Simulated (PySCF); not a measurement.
Atomic charges against the basis set

Species: C₆H₅F.
Geometry (PBE0-D3(BJ)/def2-SVP, Å), atoms numbered from 1 in this order:
```
atom  x, y, z in Å
F1    -1.8036    0.3490   -1.6203
C2    -0.9144    0.2658   -0.5983
C3     0.0554    1.4231   -0.4235
C4     1.1363    0.6285   -0.4388
C5     0.3387   -0.6546   -0.6445
C6    -0.2494   -1.3137    0.5981
C7    -1.3402   -0.5331    0.6231
H8    -0.1009    2.4935   -0.2682
H9     2.2002    0.8100   -0.2660
H10    0.5257   -1.2641   -1.5401
H11    0.1373   -2.0809    1.2735
H12   -2.1932   -0.4374    1.2993
```

PBE0 throughout (PySCF), one geometry, spherical d and f functions. Geometry: PBE0-D3(BJ)/def2-SVP; no solvent, vibrations or thermal averaging. Atoms taken as equivalent share a column and are averaged. The first 7 of 8 kinds of atom are listed.

Mulliken charges (e):

```json
{"basis": "STO-3G", "functions": "40", "F1": "-0.096", "C2": "+0.114", "C3/C7": "-0.100", "C4/C6": "-0.082", "C5": "-0.085", "H8/H12": "+0.086", "H9/H11": "+0.086"}
{"basis": "6-31G", "functions": "73", "F1": "-0.320", "C2": "+0.127", "C3/C7": "-0.101", "C4/C6": "-0.121", "C5": "-0.302", "H8/H12": "+0.186", "H9/H11": "+0.182"}
{"basis": "pcSseg-0", "functions": "73", "F1": "-0.347", "C2": "+0.043", "C3/C7": "-0.101", "C4/C6": "-0.130", "C5": "-0.516", "H8/H12": "+0.251", "H9/H11": "+0.248"}
{"basis": "6-31G*", "functions": "108", "F1": "-0.334", "C2": "+0.326", "C3/C7": "-0.162", "C4/C6": "-0.134", "C5": "-0.287", "H8/H12": "+0.173", "H9/H11": "+0.172"}
{"basis": "cc-pVDZ", "functions": "123", "F1": "-0.203", "C2": "+0.133", "C3/C7": "+0.005", "C4/C6": "+0.001", "C5": "-0.019", "H8/H12": "+0.007", "H9/H11": "+0.010"}
{"basis": "def2-SVP", "functions": "123", "F1": "-0.235", "C2": "+0.132", "C3/C7": "-0.005", "C4/C6": "-0.026", "C5": "-0.042", "H8/H12": "+0.032", "H9/H11": "+0.036"}
{"basis": "aug-cc-pVDZ", "functions": "206", "F1": "-0.695", "C2": "+0.681", "C3/C7": "+0.303", "C4/C6": "+0.237", "C5": "+0.652", "H8/H12": "-0.324", "H9/H11": "-0.334"}
{"basis": "6-311+G(2d,p)", "functions": "219", "F1": "-0.352", "C2": "+0.538", "C3/C7": "-0.210", "C4/C6": "-0.085", "C5": "-0.137", "H8/H12": "+0.106", "H9/H11": "+0.106"}
{"basis": "def2-TZVP", "functions": "247", "F1": "-0.216", "C2": "+0.409", "C3/C7": "-0.243", "C4/C6": "-0.136", "C5": "-0.051", "H8/H12": "+0.125", "H9/H11": "+0.129"}
{"basis": "cc-pVTZ", "functions": "280", "F1": "-0.203", "C2": "+0.298", "C3/C7": "-0.182", "C4/C6": "-0.130", "C5": "-0.040", "H8/H12": "+0.118", "H9/H11": "+0.119"}
{"basis": "IGLO-III", "functions": "295", "F1": "-0.291", "C2": "+0.396", "C3/C7": "-0.130", "C4/C6": "-0.082", "C5": "-0.057", "H8/H12": "+0.070", "H9/H11": "+0.072"}
{"basis": "pcSseg-2", "functions": "322", "F1": "-0.296", "C2": "+0.366", "C3/C7": "-0.098", "C4/C6": "-0.067", "C5": "+0.027", "H8/H12": "+0.042", "H9/H11": "+0.042"}
```

IAO charges (e):

```csv
basis,functions,F1,C2,C3/C7,C4/C6,C5,H8/H12,H9/H11
STO-3G,40,-0.117,+0.149,-0.156,-0.126,-0.148,+0.136,+0.135
6-31G,73,-0.280,+0.276,-0.176,-0.140,-0.151,+0.158,+0.156
pcSseg-0,73,-0.262,+0.256,-0.172,-0.133,-0.172,+0.156,+0.155
6-31G*,108,-0.290,+0.312,-0.174,-0.137,-0.141,+0.148,+0.147
cc-pVDZ,123,-0.290,+0.313,-0.176,-0.138,-0.141,+0.150,+0.149
def2-SVP,123,-0.291,+0.309,-0.172,-0.134,-0.140,+0.147,+0.146
aug-cc-pVDZ,206,-0.306,+0.315,-0.178,-0.142,-0.141,+0.155,+0.154
"6-311+G(2d,p)",219,-0.306,+0.314,-0.178,-0.141,-0.141,+0.155,+0.154
def2-TZVP,247,-0.306,+0.318,-0.178,-0.141,-0.142,+0.155,+0.153
cc-pVTZ,280,-0.303,+0.318,-0.179,-0.142,-0.143,+0.154,+0.153
IGLO-III,295,-0.307,+0.316,-0.179,-0.142,-0.142,+0.156,+0.154
pcSseg-2,322,-0.306,+0.317,-0.179,-0.141,-0.143,+0.155,+0.154
```

Problem. Which scheme is steadiest as the basis changes?

Solution. Largest range over the bases for any column: IAO 0.19 e, Mulliken 1.17 e. IAO charges move least and Mulliken charges most, counted in e. Without the minimal STO-3G basis the ranges are IAO 0.06, Mulliken 1.17 e.

Problem. How much do the charges still move between the two largest bases, IGLO-III and pcSseg-2?

Solution. At most, over all atoms: Mulliken 0.085 e, IAO 0.002 e.

Problem. What do the same runs give for the total energy, the frontier levels and the dipole moment?

Solution. 
| basis | energy (Eh) | HOMO (eV) | LUMO (eV) | μ (D) |
| --- | --- | --- | --- | --- |
| STO-3G | -326.7546 | -4.97 | 2.43 | 0.91 |
| 6-31G | -330.8931 | -7.28 | -0.58 | 2.14 |
| pcSseg-0 | -330.2170 | -7.70 | -0.94 | 2.18 |
| 6-31G* | -330.9776 | -7.10 | -0.48 | 1.75 |
| cc-pVDZ | -331.0073 | -7.26 | -0.71 | 1.75 |
| def2-SVP | -330.7431 | -7.38 | -0.80 | 1.84 |
| aug-cc-pVDZ | -331.0269 | -7.39 | -1.03 | 2.01 |
| 6-311+G(2d,p) | -331.0797 | -7.40 | -1.04 | 2.06 |
| def2-TZVP | -331.1087 | -7.38 | -0.94 | 1.95 |
| cc-pVTZ | -331.0971 | -7.35 | -0.88 | 1.88 |
| IGLO-III | -331.1145 | -7.39 | -1.01 | 2.01 |
| pcSseg-2 | -331.1079 | -7.41 | -1.01 | 2.01 |

The dipole is fixed by the density alone, so its range of 1.27 D shows that the density itself changes with the basis, not only its division among atoms.
